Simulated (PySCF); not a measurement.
Values are calculated unless marked as measured or tabulated.
## Si2H3O2

The system: Si2H3O2, a small molecule; neutral, doublet. The structure was relaxed in the gas phase by PBE0-D3(BJ)/def2-SVP. No frequency run checks that it is a minimum.

SMILES: O1[SiH]O[SiH2]1

Coordinates in Å:
```
O1      0.305   -0.288    1.133
Si2    -0.886    0.193    0.023
O3      0.140   -0.241   -1.257
Si4     1.340   -0.734   -0.148
H5     -1.179    1.650    0.071
H6     -2.133   -0.611    0.097
H7      2.576    0.126   -0.220
```

EPR values by unrestricted B3LYP, IGLO-III on O Si, pcH-1 on H.

Predict g and the largest hyperfine couplings. Where does the spin sit?

g = 1.9998, 2.0021, 2.0030. The spin sits on Si4 (75 %, bonded to 2 O + 1 H) by Mulliken populations.
```csv
atom,isotope,isotropic (MHz),"dipolar, principal values (MHz)"
Si4,29Si,-802.8,"-130.9, 62.5, 68.5"
H7,1H,291.1,"-5.3, -0.8, 6.1"
O1,17O,-24.9,"-23.8, 11.7, 12.2"
O3,17O,-24.7,"-23.8, 11.6, 12.1"
H5,1H,21.5,"-1.1, -1.0, 2.1"
H6,1H,-2.8,"-1.3, -1.3, 2.6"
```

How do the isotropic couplings move with BHandHLYP?

Si4 -802.8 to -838.1 MHz, H7 291.1 to 292.3 MHz, O1 -24.9 to -29.1 MHz, O3 -24.7 to -28.9 MHz.
